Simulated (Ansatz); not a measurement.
Consider the formal exchange of groups at a Ge–N bond: `[F][GeH2]/[N]=C/[SiH3]` + `[GaH3]` → `[F][GeH2][GaH2]` + `N=C[SiH3]`.

Gas-phase electronic energies from Ansatz, PBE0-D4/def2-TZVP geometries. CCSD(T)/CBS is the MP2 limit (def2-TZVPP, def2-QZVPP) plus CCSD(T) − MP2 in def2-TZVPP, frozen cores. Functionals use def2-TZVPP. B3LYP here is the variant with VWN-RPA as its local correlation; programs differ in this. For Ga, Ge outer-core shells are correlated without core-valence functions, which leaves a few kJ/mol of doubt a bond. Scalar relativity is left out up to krypton. Each species was taken in one conformer, which may not be the lowest.

CCSD(T)/CBS gives -4.4 kcal/mol.

Problem. Another level gave -7.0 kcal/mol. Which?
A. SCS-MP2/def2-TZVPP
B. PBE/def2-TZVPP
C. B3LYP/def2-TZVPP
D. r2SCAN-D4/def2-TZVPP

Solution. B. PBE -7.0, B3LYP -5.8, r2SCAN-D4 -4.5, SCS-MP2/def2-TZVPP -2.3 kcal/mol.

Largest T1 diagnostic among the species: 0.013.

The D4 term adds +1.0 kcal/mol with B3LYP and +0.6 kcal/mol with PBE0; it sums over pairs of atoms, weighted by their polarisabilities, and B3LYP, whose exchange is more repulsive, gets the larger term.
